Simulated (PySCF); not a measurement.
Compound: C2H6OSSi.
Cartesian coordinates in Å at the PBE0-D3(BJ)/def2-SVP level; atoms count from 1:
```
atom  x, y, z in Å
C1    -1.8008   -0.0332   -0.1632
C2    -0.4287   -0.3807    0.3008
S3    -0.1323   -1.4563    1.4908
Si4    1.0990    0.4327   -0.5036
O5     2.4308   -0.1276    0.2978
H6    -1.9683    1.0531   -0.0557
H7    -1.8964   -0.2484   -1.2422
H8    -2.5769   -0.5808    0.3892
H9     1.1038    0.0618   -1.9507
H10    0.9655    1.9154   -0.3908
H11    2.1549   -0.7849    0.9624
```

The closed-shell ground state was solved at several levels (PySCF, density fitting, gas phase, non-relativistic).

```
          level  basis functions  total energy (Eh)  HOMO (eV)  LUMO (eV)  gap (eV)  dipole (D)
   KT3/pcSseg-2              278          -850.2664      -5.75      -3.61      2.14        2.49
B3LYP/def2-SVPD              162          -842.4784      -6.65      -2.94      3.71        2.63
```

Estimate the row for PBE0/pcSseg-1, a basis of 129 functions; the other rows only guide the guess.

Total energy -842.2674 Eh, HOMO -6.88 eV, LUMO -2.74 eV, gap 4.14 eV, dipole 2.57 D.

Over all these levels, which gives the widest orbital gap and which the narrowest?

PBE0/pcSseg-1 (global hybrid, 25 % exact exchange) has the widest, 4.14 eV, and KT3/pcSseg-2 (GGA) the narrowest, 2.14 eV. Functional and basis both differ between the two, so the spread mixes both effects.

How far do the dipole and the HOMO energy spread over the levels?

The dipole runs from 2.49 to 2.63 D (mean 2.57 D) and the HOMO from -6.88 to -5.75 eV.

One conformer stands for the species.
